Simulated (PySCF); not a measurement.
# Basis and Hamiltonian dependence of the excitation energy of Xe(2+)

Xe(2+) [Kr] 4d10 5s2 5p4 (3P) → Xe(2+) [Kr] 4d10 5s1 5p5 (3P). All values are computed (PySCF 2.14, energy differences of UHF-based or UKS calculations, no spin-orbit coupling). Values in eV.

```json
{"basis": "aug-cc-pwCVDZ-PP with ECP28MDF", "Hamiltonian": "ECP", "functions": "48", "UHF": "14.009", "r2SCAN": "12.965", "PBE0": "13.115", "MP2 (valence)": "12.903", "CCSD(T) (valence)": "11.528", "CCSD(T) (valence and next inner shell)": "11.858"}
{"basis": "aug-cc-pVTZ-PP with ECP28MDF", "Hamiltonian": "ECP", "functions": "55", "UHF": "14.003", "r2SCAN": "12.934", "PBE0": "13.099", "MP2 (valence)": "12.949", "CCSD(T) (valence)": "n/a", "CCSD(T) (valence and next inner shell)": "n/a"}
{"basis": "def2-TZVPPD with the def2 core potential (28 electrons)", "Hamiltonian": "ECP", "functions": "59", "UHF": "13.997", "r2SCAN": "12.943", "PBE0": "13.101", "MP2 (valence)": "12.970", "CCSD(T) (valence)": "11.706", "CCSD(T) (valence and next inner shell)": "11.960"}
{"basis": "x2c-TZVPPall", "Hamiltonian": "spin-free X2C", "functions": "60", "UHF": "14.022", "r2SCAN": "12.820", "PBE0": "13.026", "MP2 (valence)": "13.149", "CCSD(T) (valence)": "11.905", "CCSD(T) (valence and next inner shell)": "12.152"}
{"basis": "ANO-RCC-VTZP", "Hamiltonian": "spin-free X2C", "functions": "68", "UHF": "13.991", "r2SCAN": "12.784", "PBE0": "12.988", "MP2 (valence)": "12.955", "CCSD(T) (valence)": "11.863", "CCSD(T) (valence and next inner shell)": "12.146"}
{"basis": "aug-cc-pwCVTZ-PP with ECP28MDF", "Hamiltonian": "ECP", "functions": "96", "UHF": "14.008", "r2SCAN": "12.942", "PBE0": "13.106", "MP2 (valence)": "12.963", "CCSD(T) (valence)": "11.687", "CCSD(T) (valence and next inner shell)": "n/a"}
{"basis": "aug-cc-pVQZ-DK3", "Hamiltonian": "spin-free X2C", "functions": "102", "UHF": "14.006", "r2SCAN": "12.806", "PBE0": "13.011", "MP2 (valence)": "12.952", "CCSD(T) (valence)": "11.726", "CCSD(T) (valence and next inner shell)": "n/a"}
{"basis": "aug-cc-pwCVTZ-DK3", "Hamiltonian": "spin-free X2C", "functions": "109", "UHF": "14.005", "r2SCAN": "12.805", "PBE0": "13.012", "MP2 (valence)": "12.988", "CCSD(T) (valence)": "11.725", "CCSD(T) (valence and next inner shell)": "n/a"}
{"basis": "x2c-QZVPPall", "Hamiltonian": "spin-free X2C", "functions": "112", "UHF": "14.001", "r2SCAN": "12.801", "PBE0": "13.009", "MP2 (valence)": "12.954", "CCSD(T) (valence)": "11.754", "CCSD(T) (valence and next inner shell)": "n/a"}
{"basis": "aug-cc-pwCVTZ-DK3 with one added diffuse shell each of s, p, d, f type", "Hamiltonian": "spin-free X2C", "functions": "125", "UHF": "14.005", "r2SCAN": "12.805", "PBE0": "13.012", "MP2 (valence)": "12.987", "CCSD(T) (valence)": "n/a", "CCSD(T) (valence and next inner shell)": "n/a"}
```

Frozen in the all-electron rows: valence: [Kr] 4d10; valence and next inner shell: [Ar] 3d10; with a core potential, the same shells as far as they lie outside it.
